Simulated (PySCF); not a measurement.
Simulation results for BH$_{3}$NOSi, AlClH$_{3}$OSi, H$_{3}$NOSi$_{2}$, B$_{2}$H$_{3}$OSi and others

Computed with PySCF 2.14.0. Calculation on a computer-drawn molecule: the log of a Hartree-Fock and frozen-core CCSD(T) single point meant for a local Hartree-Fock minimum, with one planted fault or none, to be diagnosed. Offsets are logged minus clean, where the clean run is the same molecule without the fault. The reference is restricted for singlets and unrestricted otherwise, and also for a bond in bohr or an excited solution. Adding or removing an electron swaps singlet and doublet. The excited solution moves the top pair (singlet) or top alpha electron (doublet) to the lowest empty orbital. Highest occupied and lowest empty are orbital energies over both spins, largest force is the largest gradient component, triples share is (T) over the correlation energy, the T1 limit is 0.02 restricted and 0.045 unrestricted, electrons count all cores, a negative frequency is imaginary (commonest isotopes), and the dipole is about the centre of nuclear charge.

Common to all runs: meant multiplicity 1; logged SCF converged yes; logged CC converged yes; logged SCF stable within its kind yes; possible faults no fault, one electron removed, one electron added, multiplicity raised by two, geometry at a saddle point, SCF held on an excited solution, minimal basis STO-3G, one bond length entered in bohr, all coordinates scaled.

```json
{"entry": 1, "formula": "BH3NOSi", "logged_structure": {"atoms_angstrom": [["B", -0.8077, 3.4189, -0.7894], ["O", -0.3296, 2.7224, 0.0874], ["Si", 0.46, 1.4526, 1.1009], ["N", 1.0059, 0.2053, 0.474], ["H", -1.2695, 4.0953, -1.6245], ["H", 0.3416, 2.0506, 2.412], ["H", 1.2901, -0.5239, -0.1359]]}, "given": {"meant_charge": 1, "meant_basis": "cc-pV(D+d)Z", "logged_electrons": 35, "logged_basis_functions": 80, "logged_spin_squared": 0.7635, "logged_highest_occupied [eV]": -24.486, "logged_lowest_empty [eV]": -11.383, "logged_largest_force [hartree/bohr]": 0.13597, "logged_T1_diagnostic": 0.017377, "logged_D1_diagnostic": 0.051811, "logged_triples_share": 0.025347, "logged_dipole_magnitude [debye]": 2.349, "logged_energy_HF [hartree]": -443.96313, "logged_energy_CCSD(T) [hartree]": -444.44416, "drawn_bonds_atom": [1, 2, 3, 1, 3, 4], "drawn_bonds_other_atom": [2, 3, 4, 5, 6, 7], "drawn_bonds_order": [1, 1, 2, 1, 1, 1]}, "results": {"planted_fault": "one electron removed", "HF_energy_offset_from_clean_run [kcal/mol]": 303.5, "CCSD(T)_energy_offset_from_clean_run [kcal/mol]": 342.7}}
{"entry": 2, "formula": "AlClH3OSi", "logged_structure": {"atoms_angstrom": [["Si", 1.5384, -0.5084, 1.5895], ["O", 0.4899, -1.8454, 1.8631], ["Al", -0.4837, -3.0877, 2.117], ["Cl", -1.7054, -4.6471, 2.4336], ["H", 2.6952, -0.726, 2.4648], ["H", 1.8814, -0.5585, 0.1641], ["H", 0.7633, 0.6837, 1.9503]]}, "given": {"meant_charge": 1, "meant_basis": "cc-pV(D+d)Z", "logged_electrons": 53, "logged_basis_functions": 98, "logged_spin_squared": 0.7728, "logged_highest_occupied [eV]": -22.154, "logged_lowest_empty [eV]": -14.764, "logged_largest_force [hartree/bohr]": 0.12759, "logged_T1_diagnostic": 0.034725, "logged_D1_diagnostic": 0.20392, "logged_triples_share": 0.027871, "logged_dipole_magnitude [debye]": 10.681, "logged_energy_HF [hartree]": -1066.27661, "logged_energy_CCSD(T) [hartree]": -1066.77172, "drawn_bonds_atom": [1, 2, 3, 1, 1, 1], "drawn_bonds_other_atom": [2, 3, 4, 5, 6, 7], "drawn_bonds_order": [1, 1, 1, 1, 1, 1]}, "results": {"planted_fault": "one electron removed", "HF_energy_offset_from_clean_run [kcal/mol]": 366.5, "CCSD(T)_energy_offset_from_clean_run [kcal/mol]": 375.6}}
{"entry": 3, "formula": "H3NOSi2", "logged_structure": {"atoms_angstrom": [["N", 0.4756, 0.5306, 0.5955], ["Si", 0.5419, -0.9241, -0.2612], ["O", -0.9141, -1.716, -0.8184], ["Si", -2.6957, -1.953, -0.5979], ["H", 1.3384, 1.0765, 0.9585], ["H", 1.771, -1.8092, -0.7347], ["H", -2.7055, -2.0768, 1.0463]]}, "given": {"meant_charge": 0, "meant_basis": "cc-pV(D+d)Z", "logged_electrons": 46, "logged_basis_functions": 89, "logged_spin_squared": 0.0, "logged_highest_occupied [eV]": -9.4682, "logged_lowest_empty [eV]": 0.56436, "logged_largest_force [hartree/bohr]": 0.055407, "logged_T1_diagnostic": 0.023559, "logged_D1_diagnostic": 0.071592, "logged_triples_share": 0.035901, "logged_dipole_magnitude [debye]": 2.1399, "logged_energy_HF [hartree]": -708.88788, "logged_energy_CCSD(T) [hartree]": -709.48379, "drawn_bonds_atom": [1, 2, 3, 1, 2, 4], "drawn_bonds_other_atom": [2, 3, 4, 5, 6, 7], "drawn_bonds_order": [2, 1, 1, 1, 1, 1]}, "results": {"planted_fault": "all coordinates scaled, by +8.2 %", "HF_energy_offset_from_clean_run [kcal/mol]": 29.24, "CCSD(T)_energy_offset_from_clean_run [kcal/mol]": 15.57}, "notes": ["T1 above single-reference limit"]}
{"entry": 4, "formula": "B2H3OSi", "logged_structure": {"atoms_angstrom": [["O", -0.1931, 2.4573, 0.1963], ["B", 0.833, 1.89, 0.3147], ["B", 2.2306, 0.9539, 0.4735], ["Si", 2.1282, -1.0728, 0.4241], ["H", 3.3174, 1.4186, 0.6182], ["H", 2.2575, -1.8213, -0.8297], ["H", 1.9476, -1.8658, 1.6437]]}, "given": {"meant_charge": 1, "meant_basis": "cc-pV(D+d)Z", "logged_electrons": 34, "logged_basis_functions": 80, "logged_spin_squared": 0.0, "logged_highest_occupied [eV]": -17.929, "logged_lowest_empty [eV]": -6.3659, "logged_largest_force [hartree/bohr]": 4.4603e-05, "logged_lowest_frequency [cm^-1]": 105.3, "logged_T1_diagnostic": 0.021973, "logged_D1_diagnostic": 0.066913, "logged_triples_share": 0.032876, "logged_dipole_magnitude [debye]": 9.038, "logged_energy_HF [hartree]": -414.62654, "logged_energy_CCSD(T) [hartree]": -415.08589, "drawn_bonds_atom": [1, 2, 3, 3, 4, 4], "drawn_bonds_other_atom": [2, 3, 4, 5, 6, 7], "drawn_bonds_order": [2, 1, 1, 1, 1, 1]}, "results": {"planted_fault": "no fault", "HF_energy_offset_from_clean_run [kcal/mol]": 0.0, "CCSD(T)_energy_offset_from_clean_run [kcal/mol]": 0.0}, "notes": ["T1 above single-reference limit"]}
{"entry": 5, "formula": "CH4BNSi", "logged_structure": {"atoms_angstrom": [["N", -0.889, -1.2905, 1.1462], ["B", 0.39, -0.8252, 1.0333], ["C", 1.6944, -0.3161, 0.9357], ["Si", 1.8728, 1.3244, 1.7337], ["H", -1.6085, -1.0388, 0.4998], ["H", -1.2081, -1.7867, 1.9529], ["H", 2.5226, -0.8161, 0.4496], ["H", 0.4157, 1.438, 2.1938]]}, "given": {"meant_charge": 0, "meant_basis": "cc-pV(D+d)Z", "logged_electrons": 36, "logged_basis_functions": 85, "logged_spin_squared": 0.0, "logged_highest_occupied [eV]": -7.8842, "logged_lowest_empty [eV]": 1.7415, "logged_largest_force [hartree/bohr]": 1.9929e-05, "logged_lowest_frequency [cm^-1]": 152.47, "logged_T1_diagnostic": 0.015704, "logged_D1_diagnostic": 0.049033, "logged_triples_share": 0.035626, "logged_dipole_magnitude [debye]": 5.0113, "logged_energy_HF [hartree]": -408.23587, "logged_energy_CCSD(T) [hartree]": -408.75585, "drawn_bonds_atom": [1, 2, 3, 1, 1, 3, 4], "drawn_bonds_other_atom": [2, 3, 4, 5, 6, 7, 8], "drawn_bonds_order": [1, 2, 1, 1, 1, 1, 1]}, "results": {"planted_fault": "no fault", "HF_energy_offset_from_clean_run [kcal/mol]": 0.0, "CCSD(T)_energy_offset_from_clean_run [kcal/mol]": 0.0}}
{"entry": 6, "formula": "C2H5BO", "logged_structure": {"atoms_angstrom": [["C", -1.65, 0.0843, -0.394], ["B", -0.3738, 0.4847, -0.0387], ["C", 1.0612, 0.9671, 0.3113], ["O", 2.046, -0.0303, 0.4173], ["H", -2.0254, 0.1959, -1.4059], ["H", -2.3353, -0.3615, 0.3191], ["H", 1.337, 1.7321, -0.4299], ["H", 1.0348, 1.4921, 1.2689], ["H", 1.9755, -0.6232, -0.3156]]}, "given": {"meant_charge": 0, "meant_basis": "cc-pVDZ", "logged_electrons": 29, "logged_basis_functions": 81, "logged_spin_squared": 0.7558, "logged_highest_occupied [eV]": -17.599, "logged_lowest_empty [eV]": -6.4418, "logged_largest_force [hartree/bohr]": 0.081604, "logged_T1_diagnostic": 0.01536, "logged_D1_diagnostic": 0.068927, "logged_triples_share": 0.026121, "logged_dipole_magnitude [debye]": 5.9641, "logged_energy_HF [hartree]": -177.8579, "logged_energy_CCSD(T) [hartree]": -178.40221, "drawn_bonds_atom": [1, 2, 3, 1, 1, 3, 3, 4], "drawn_bonds_other_atom": [2, 3, 4, 5, 6, 7, 8, 9], "drawn_bonds_order": [2, 1, 1, 1, 1, 1, 1, 1]}, "results": {"planted_fault": "one electron removed", "HF_energy_offset_from_clean_run [kcal/mol]": 173.3, "CCSD(T)_energy_offset_from_clean_run [kcal/mol]": 202.3}}
```
